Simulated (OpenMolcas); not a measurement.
Ti3+ with 4 ligands (chloride) in tetrahedral coordination (Td). A charge of +0.25 e stands 2.6 Å behind each ligand. Ligand basis ANO-RCC-VDZP.

```yaml
Program: OpenMolcas
Method: CASSCF
Basis: ANO-RCC-VDZP [5s4p2d1f]
Scalar_Hamiltonian: DKH2, point nucleus
Active_space: 1 electron in 5 orbitals (3d)
State_averaging: 2S+1 = 2 even, 5 roots
Spin-orbit_coupling: RASSI with atomic mean-field integrals over the reference wave functions
```

All ligands move together. At R = 2.14 Å |10Dq| is 6871 cm-1, and at R = 2.42 Å it is 4306 cm-1.

Q: A third run gives 5263 cm-1. What distance was it run at?

A: With a power law R^-n the two known points give n = -ln(4306 / 6871) / ln(2.42 / 2.14) = 3.80. Then R = 2.14 × (6871 / 5263)^(1/3.80) = 2.296 Å. The run was at 2.3 Å, so the estimate is off by -0.004 Å.

An orbital doublet at a regular site is open to a Jahn-Teller distortion, which this geometry leaves out. Ligand-to-metal charge-transfer states are missing. With metal d orbitals alone and no dynamic correlation the field as a rule comes out too small, by tens of per cent, by up to half for chloride and softer ligands. The least metal-like active orbital is 82 % on the metal (Löwdin) and no ligand orbital is active, so the numbers are rough (holds for R = 2.14). No measured value stands beside these numbers; the geometry was imposed, not optimised, and the real ion may take another.
